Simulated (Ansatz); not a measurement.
Gas-phase electronic energies from Ansatz, PBE0-D4/def2-TZVP geometries. CCSD(T)/CBS adds triple-zeta CCSD(T) − MP2 to the extrapolated MP2 energy (def2 sets, frozen cores). This one scheme is used for every species. Each species was taken in one conformer, which may not be the lowest.

`N[SiH2]CCF` → `[CH]F` + `C[SiH2]N`  (formal loss of a carbene)

```json
{"species": "`N[SiH2]CCF`", "CCSD(T)/def2-TZVPP energy (Eh)": "-524.37389"}
{"species": "`[CH]F`", "CCSD(T)/def2-TZVPP energy (Eh)": "-138.23428"}
{"species": "`C[SiH2]N`", "CCSD(T)/def2-TZVPP energy (Eh)": "-386.00238"}
```

Problem. Work out ΔE.

Solution. ΔE = (-138.23428) + (-386.00238) − (-524.37389) = 0.13723 Eh = +360.3 kJ/mol. CCSD(T)/CBS gives +366.2 kJ/mol.

Largest T1 diagnostic among the species: 0.018.

The D4 term adds +10.5 kJ/mol with B3LYP and +5.7 kJ/mol with PBE0; it sums over pairs of atoms, weighted by their polarisabilities, and B3LYP, whose exchange is more repulsive, gets the larger term. In def2-TZVPP, CCSD(T) changes the Hartree–Fock value by +38.5 kJ/mol (the triples alone add +2.3 kJ/mol) and MP2 by +65.5 kJ/mol.

B3LYP here is the variant with VWN-RPA as its local correlation; programs differ in this.
